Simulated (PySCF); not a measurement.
SiOF, SMILES O=[Si]F, multiplicity 2. The structure is a stationary point at PBE0-D3(BJ)/def2-TZVP.

The numbers are results of PySCF with PBE0-D3(BJ)/def2-TZVP, not measurements.

Harmonic wavenumbers (cm⁻¹): 304, 851, 1218. Rotational constants (GHz): 67.81, 7.489, 6.744; symmetry number 1.

Question: Work out the zero-point energy and the ideal-gas rigid-rotor harmonic-oscillator thermochemistry at 298.15 K and 1 atm.

Answer: ZPE = ½ Σ hcν = ½ × 2373 cm⁻¹ = 3.39 kcal/mol. H − E(el) = 6.07 kcal/mol. Entropy in cal/(mol K): translation 38.34, rotation 22.07, vibration 1.61, spin 1.38, total 63.39. G − E(el) = -12.83 kcal/mol. Cp = 10.38 cal/(mol K).
